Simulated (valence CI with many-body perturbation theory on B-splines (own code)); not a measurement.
**W IV: calculated level list**

Level of theory: configuration interaction combined with many-body perturbation theory (CI+MBPT): three valence electrons over a frozen Dirac-Fock core [Xe] 4f14, a basis of 7 s, 7 p, 8 d, 6 f, 4 g, 1 h functions for each j, with the one-electron correlation potential Σ1 (screened to all orders), the two-electron term Σ2, the three-electron term Σ3, Breit, model QED; selected single and double excitations, second order for the rest, scaled by the run's own slope (own B-spline code, finite nucleus).

Set against measurement, 62 paired levels are off by 1221 cm⁻¹ on average, the worst by 2923. These come from a selection out of J. Phys. B 45, 035001 (2012). Levels without a partner in it may be off by more, other configurations by 1,000 to 8,000 cm⁻¹. 7 measured levels below the end of the list, from 46088 cm⁻¹ on, found no clear computed partner, and computed levels of the same name lie up to 1232 cm⁻¹ from them.

Levels 136 to 180 of 239, with energies above the lowest level, 5d³ ⁴F_3/2. "Leading %" is the weight of the configuration and term that name the level; weights of strongly mixed levels are sums over their largest components and can fall short. In the jj column 3d3/2^4 stands for four electrons in 3d with j = 3/2.

| No. | Configuration | Term | J | E (cm⁻¹) | Leading % | Leading jj | g |
| --- | --- | --- | --- | --- | --- | --- | --- |
| 136 | 5d²6d | ²P | 3/2 | 182782 | 55 | 5d3/2^2 6d3/2 (40 %) | 1.102 |
| 137 | 5d²6d | ²P | 3/2 | 182929 | 41 | 5d5/2^2 6d5/2 (36 %) | 1.148 |
| 138 | 5d²6d | ²F | 5/2 | 183401 | 32 | 5d3/2 5d5/2 6d3/2 (33 %) | 1.175 |
| 139 | 5d²7s | ²F | 7/2 | 183418 | 56 | 5d5/2^2 7s (38 %) | 1.143 |
| 140 | 5d²6d | ²S | 1/2 | 184030 | 37 | 5d3/2 5d5/2 6d5/2 (38 %) | 1.726 |
| 141 | 5d²6d | ⁴F | 3/2 | 184212 | 39 | 5d3/2 5d5/2 6d3/2 (54 %) | 0.895 |
| 142 | 5d²6d | ²H | 11/2 | 184607 | 69 | 5d5/2^2 6d5/2 (53 %) | 1.116 |
| 143 | 5d²6d | ²F | 5/2 | 184725 | 38 | 5d3/2 5d5/2 6d5/2 (29 %) | 1.065 |
| 144 | 5d²7s | ⁴P | 1/2 | 184789 | 68 | 5d3/2^2 7s (62 %) | 2.274 |
| 145 | 5d²6d | ⁴F | 9/2 | 184913 | 73 | 5d3/2 5d5/2 6d5/2 (47 %) | 1.287 |
| 146 | 5d²6d | ²G | 7/2 | 185258 | 47 | 5d3/2 5d5/2 6d3/2 (73 %) | 1.031 |
| 147 | 5d²7s | ²D | 3/2 | 185418 | 34 | 5d3/2 5d5/2 7s (44 %) | 0.960 |
| 148 | 5d²6d | ⁴F | 5/2 | 185589 | 36 | 5d3/2 5d5/2 7s (33 %) | 1.180 |
| 149 | 5d²6d | ⁴F | 5/2 | 185732 | 36 | 5d3/2 5d5/2 7s (26 %) | 1.203 |
| 150 | 5d²5f | ⁴H° | 7/2 | 185828 | 61 | 5d3/2^2 5f5/2 (86 %) | 0.767 |
| 151 | 5d²6d | ²G | 9/2 | 185885 | 50 | 5d3/2 5d5/2 6d5/2 (70 %) | 1.167 |
| 152 | 5d²5f | ⁴I° | 9/2 | 186402 | 70 | 5d3/2^2 5f5/2 (78 %) | 0.793 |
| 153 | 5d²6d | ²P | 3/2 | 186677 | 18 | 5d3/2 5d5/2 6d3/2 (30 %) | 1.033 |
| 154 | 5d²6d | ²F | 7/2 | 186833 | 47 | 5d3/2 5d5/2 6d5/2 (67 %) | 1.186 |
| 155 | 5d²6d | ²P | 1/2 | 186898 | 42 | 5d3/2 5d5/2 6d3/2 (55 %) | 1.225 |
| 156 | 5d²6d | ⁴D | 1/2 | 187163 | 65 | 5d3/2 5d5/2 6d3/2 (66 %) | 0.448 |
| 157 | 5d²6d | ⁴P | 3/2 | 187553 | 27 | 5d3/2 5d5/2 6d3/2 (49 %) | 1.318 |
| 158 | 5d²7s | ⁴P | 3/2 | 188189 | 58 | 5d3/2 5d5/2 7s (72 %) | 1.546 |
| 159 | 5d²6d | ⁴F | 7/2 | 188297 | 55 | 5d3/2 5d5/2 6d5/2 (85 %) | 1.234 |
| 160 | 5d²5f | ²G° | 7/2 | 188389 | 30 | 5d3/2^2 5f7/2 (79 %) | 0.990 |
| 161 | 5d²5f | ⁴I° | 11/2 | 188394 | 52 | 5d3/2^2 5f7/2 (73 %) | 1.008 |
| 162 | 5d²5f | ⁴H° | 9/2 | 188496 | 52 | 5d3/2^2 5f7/2 (61 %) | 0.987 |
| 163 | 5d²6d | ²D | 5/2 | 188732 | 41 | 5d3/2 5d5/2 6d5/2 (62 %) | 1.197 |
| 164 | 5d²5f | ²P° | 1/2 | 188739 | 36 | 5d3/2^2 5f5/2 (91 %) | 0.861 |
| 165 | 5d²5f | ⁴F° | 3/2 | 188969 | 25 | 5d3/2^2 5f5/2 (34 %) | 0.807 |
| 166 | 5d²5f | ⁴D° | 5/2 | 189399 | 32 | 5d3/2^2 5f7/2 (83 %) | 1.159 |
| 167 | 5d²6d | ⁴P | 5/2 | 189521 | 66 | 5d3/2 5d5/2 6d5/2 (55 %) | 1.456 |
| 168 | 5d²7s | ²P | 1/2 | 189569 | 50 | 5d3/2 5d5/2 7s (61 %) | 1.197 |
| 169 | 5d²6d | ²F | 5/2 | 189705 | 55 | 5d3/2 5d5/2 6d3/2 (44 %) | 1.023 |
| 170 | 5d²7p | ⁴G° | 5/2 | 189717 | 39 | 5d3/2^2 7p1/2 (59 %) | 0.719 |
| 171 | 5d²5f | ⁴P° | 3/2 | 190544 | 25 | 5d3/2^2 5f7/2 (60 %) | 1.272 |
| 172 | 5d²6d | ²D | 3/2 | 190910 | 48 | 5d3/2 5d5/2 6d5/2 (66 %) | 1.001 |
| 173 | 5d²6d | ²G | 7/2 | 191551 | 60 | 5d3/2 5d5/2 6d5/2 (24 %) | 0.931 |
| 174 | 5d²6d | ²G | 9/2 | 191842 | 37 | 5d5/2^2 6d5/2 (25 %) | 1.128 |
| 175 | 5d²5f | ⁴G° | 5/2 | 191934 | 32 | 5d3/2^2 5f5/2 (50 %) | 0.737 |
| 176 | 5d²6d | ²P | 1/2 | 192240 | 61 | 5d5/2^2 6d5/2 (71 %) | 0.661 |
| 177 | 5d²6d | ²F | 7/2 | 192674 | 52 | 5d5/2^2 6d3/2 (61 %) | 1.099 |
| 178 | 5d²5f | ²G° | 9/2 | 192842 | 48 | 5d3/2 5d5/2 5f5/2 (80 %) | 1.023 |
| 179 | 5d²5f | ⁴I° | 13/2 | 192985 | 63 | 5d3/2 5d5/2 5f7/2 (93 %) | 1.139 |
| 180 | 5d²5f | ⁴H° | 11/2 | 193194 | 60 | 5d3/2 5d5/2 5f7/2 (64 %) | 1.101 |

Names give the largest LS component (configuration and term), which can be under half, so a name can repeat, a term be missing and a line seem to break the LS rules; names also repeat where a configuration has a term twice.

Where two levels of one J and parity lie close, their mixing, g and order are uncertain.
